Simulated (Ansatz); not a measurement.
CH7BN2OSi (`NC1OB1N[SiH3]`). Total charge 0; spin multiplicity 1. The geometry is a stationary point of PBE0-D4/def2-TZVP. It is one conformer, not always the lowest.

```xyz
13

N    -2.060   -0.142   -1.254
C    -1.608    0.068    0.034
O    -1.390   -1.200    0.974
B    -0.326   -0.472    0.626
N     1.064   -0.474    0.799
Si    2.172    0.694    0.150
H    -1.488   -0.744   -1.825
H    -3.040   -0.371   -1.339
H    -2.219    0.771    0.591
H     1.434   -1.224    1.369
H     3.226    0.023   -0.657
H     2.851    1.456    1.233
H     1.385    1.616   -0.701
```

**Question.** What is the dipole moment at r2SCAN/def2-TZVPP? (Estimate.)

**Answer.** Ansatz gave: 1.06 D, with components (0.65, -0.06, -0.84) D in this frame, pointing from negative to positive charge.

**Question.** And with PBE, B3LYP, ωB97M-V? (Best estimate.)

**Answer.** Ansatz gave: PBE 1.04 D, B3LYP 1.12 D, ωB97M-V 1.09 D.

**Question.** Give the Mulliken charges with r2SCAN, B3LYP, PBE in def2-TZVPP. (Best estimate.)

**Answer.** Ansatz gave: 
```
atom  r2SCAN  B3LYP    PBE
  N1   -0.34  -0.29  -0.29
  C2    0.14   0.10   0.07
  O3   -0.32  -0.31  -0.24
  B4    0.10   0.03  -0.05
  N5   -0.26  -0.19  -0.14
 Si6    0.36   0.32   0.25
  H7    0.16   0.15   0.16
  H8    0.16   0.14   0.16
  H9    0.08   0.12   0.11
 H10    0.14   0.13   0.14
 H11   -0.08  -0.07  -0.06
 H12   -0.08  -0.07  -0.06
 H13   -0.06  -0.05  -0.04
```

B3LYP here is the variant with VWN-RPA as its local correlation; programs differ in this.
